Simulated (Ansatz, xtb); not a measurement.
Molecule: WF, net charge 0, sextet state. The spin state was set by rule; other spins were not relaxed. 
Geometry from a B3LYP-D3(BJ)/def2-TZVP (Ansatz, a quantum-chemistry and plane-wave program) optimisation:
SMILES: [F][W]
```xyz
2

W      0.0000     0.0000    -0.2066
F      0.0000     0.0000     1.6986
```
Charge 0, spin multiplicity 6.

Harmonic wavenumbers from GFN2-xTB (xtb, at its own minimum), cm⁻¹: 431.

Task: Give the harmonic wavenumbers at B3LYP-D3(BJ)/def2-TZVP (Ansatz, finite differences of forces, unscaled).

Result: 630 cm⁻¹. Zero-point energy 0.9 kcal/mol.

Task: From these and the geometry, give the ideal-gas thermochemistry at 298.15 K and 1 atm (rigid rotor, harmonic oscillator).

Result: Point group C∞v, rotational symmetry number 1. Rotational constants 8.086, 8.086 GHz. S(trans) 41.83, S(rot) 15.19, S(vib) 0.40, S(elec, spin only) 3.56, S 61.0 cal/(mol K). H(298) - H(0) 2.16 kcal/mol; G - E(el) -15.1 kcal/mol.
